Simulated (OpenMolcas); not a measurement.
W4+: moving or changing the point charges

W4+ among 8 point charges of -1.2 e arranged as a cube (Oh), 1.78 Å from the ion.
```
   1.0277    1.0277    1.0277  -1.20
   1.0277    1.0277   -1.0277  -1.20
   1.0277   -1.0277    1.0277  -1.20
   1.0277   -1.0277   -1.0277  -1.20
  -1.0277    1.0277    1.0277  -1.20
  -1.0277    1.0277   -1.0277  -1.20
  -1.0277   -1.0277    1.0277  -1.20
  -1.0277   -1.0277   -1.0277  -1.20
```

| Property | Result |
| --- | --- |
| Program | OpenMolcas 26.06 |
| Method | CASSCF |
| Basis | ANO-RCC-VDZP [7s6p4d2f1g] |
| Scalar Hamiltonian | DKH2, point nucleus |
| Active space | 2 electrons in 5 orbitals (5d) |
| State averaging | 2S+1 = 3 even, 10 roots; 2S+1 = 1 even, 15 roots |
| Spin-orbit coupling | RASSI with atomic mean-field integrals over the reference wave functions |

Runs around this geometry, states (labels of O, the rotations of Oh). Energies in cm-1 above the lowest state or level, χT in cm3 K/mol; 10Dq and B are least-squares fits to the states below 45000 cm-1, weighted by degeneracy, with a free offset, and given where the rms deviation is under 5 % of |10Dq| (or 100 cm-1) and under 700 cm-1; 10Dq is negative for this site.

```tsv
R (Å)	q (e)	Ground state	First state of that spin	10Dq	B (rms of fit)	First gap with spin-orbit (degeneracies)	χT at 300 K	First state of another spin
1.78	-0.96	3A2	3T2 12053	-12572	736 (125)	7243 (3, 2)	0.219	1E 11572
1.78	-1.2	3A2	3T2 15530	-15970	736 (127)	8775 (3, 2)	0.341	1E 11298
1.99	-1.2	3A2	3T2 9250	-9674	761 (116)	5482 (3, 2)	0.122	1E 11726
```

Taking |10Dq| as R^-n, n = -ln(9674 / 15970) / ln(1.99 / 1.78) = 4.5 between the shortest and longest distance. The point-charge formula for a cubic d site gives n = 5.

Scaling the charges by -0.96 / -1.2 = 0.80 scales |10Dq| by 12572 / 15970 = 0.79; with fixed orbitals a first-order splitting would follow the charge.

Without dynamic correlation the repulsion within the d shell is too large (B by tens of per cent), so at a given field states of lower spin stand too high. Point charges carry no covalency, so the field is a model and not that of real ligands. No measured value stands beside these numbers.
